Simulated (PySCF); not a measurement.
**Partial charges of 3-sulfolene**

Species: 3-sulfolene, C₄H₆O₂S.
SMILES with atom numbers: `[O:1]=[S:2]1(=[O:3])[CH2:4][CH:5]=[CH:6][CH2:7]1` (hydrogens: H8, H9 on C4; H10 on C5; H11 on C6; H12, H13 on C7)

Structure used (PBE0-D3(BJ)/def2-SVP), in Å, numbered top down from 1:
```xyz
13
C4H6O2S angstrom
O     -0.041   -1.519    1.636
S      0.146   -1.321    0.204
O      0.462   -2.439   -0.675
C      1.331    0.045   -0.020
C      0.461    1.256   -0.103
C     -0.845    1.044   -0.305
C     -1.282   -0.379   -0.424
H      1.904   -0.158   -0.939
H      2.008    0.028    0.847
H      0.887    2.256    0.012
H     -1.573    1.857   -0.367
H     -2.145   -0.646    0.205
H     -1.466   -0.705   -1.460
```

Density: PBE0/pcSseg-1 (PySCF); schemes: Mulliken, IAO, Hirshfeld and ESP-fitted. Isolated species at its PBE0-D3(BJ)/def2-SVP geometry (one conformer only).

**Question.** For which atoms does the sign change between the 4 schemes (beyond +0.03 e in one, beyond −0.03 e in another)?

**Answer.** For none.

**Question.** Do the Mulliken, IAO, Hirshfeld and ESP-fitted schemes agree on where the charge is lowest?

**Answer.** All schemes pick atoms of one kind: Mulliken O3 (-0.539); IAO O1 (-0.878); Hirshfeld O3 (-0.326); ESP-fitted O3 (-0.528).

**Question.** Do the Mulliken, IAO, Hirshfeld and ESP-fitted schemes agree on where the charge is highest?

**Answer.** All schemes agree: Mulliken S2 (+0.956); IAO S2 (+1.952); Hirshfeld S2 (+0.521); ESP-fitted S2 (+0.907).

**Question.** Give the atomic charges in each scheme.

**Answer.** In e:

```csv
atom,environment,Mulliken,IAO,Hirshfeld,ESP-fitted
O1,sulfonyl oxygen,-0.537,-0.878,-0.325,-0.509
S2,sulfonyl sulfur,+0.956,+1.952,+0.521,+0.907
O3,sulfonyl oxygen,-0.539,-0.874,-0.326,-0.528
C4,sp3 carbon bound to sulfur,-0.282,-0.472,-0.077,-0.109
C5,alkene CH carbon,-0.157,-0.152,-0.043,-0.209
C6,alkene CH carbon,-0.156,-0.152,-0.043,-0.225
C7,sp3 carbon bound to sulfur,-0.283,-0.472,-0.077,-0.110
H8,methylene hydrogen,+0.188,+0.179,+0.060,+0.110
H9,methylene hydrogen,+0.186,+0.181,+0.064,+0.114
H10,vinylic hydrogen,+0.125,+0.164,+0.061,+0.164
H11,vinylic hydrogen,+0.125,+0.164,+0.061,+0.168
H12,methylene hydrogen,+0.186,+0.181,+0.064,+0.117
H13,methylene hydrogen,+0.188,+0.179,+0.060,+0.110
```

Mean size of the charges over all atoms: IAO 0.461 e, Mulliken 0.301 e, ESP-fitted 0.260 e, Hirshfeld 0.137 e. Each set sums to the total charge, 0, to within 0.001 e. The Hirshfeld scheme weights the molecular density at each point by an atom's share of the summed free-atom densities. The IAO scheme counts the electrons in orthogonalised intrinsic atomic orbitals, a minimal basis polarised so that it spans the occupied orbitals exactly.

**Question.** How many electrons does the IAO scheme count on C5?

**Answer.** Z − q = 6 − (-0.152) = 6.152.

**Question.** How closely do the schemes follow one another over all atoms?

**Answer.** Correlation coefficient and root-mean-square difference: Hirshfeld with ESP-fitted 0.98, 0.157 e; Mulliken with IAO 0.98, 0.316 e; IAO with Hirshfeld 0.98, 0.485 e; Mulliken with Hirshfeld 0.98, 0.188 e; Mulliken with ESP-fitted 0.98, 0.086 e; IAO with ESP-fitted 0.97, 0.355 e.

**Question.** Sum the charges by element, for elements with more than one atom.

**Answer.** 
```csv
element,atoms,Mulliken,IAO,Hirshfeld,ESP-fitted
O,2,-1.076,-1.751,-0.651,-1.037
C,4,-0.878,-1.247,-0.240,-0.654
H,6,+0.998,+1.046,+0.371,+0.783
```
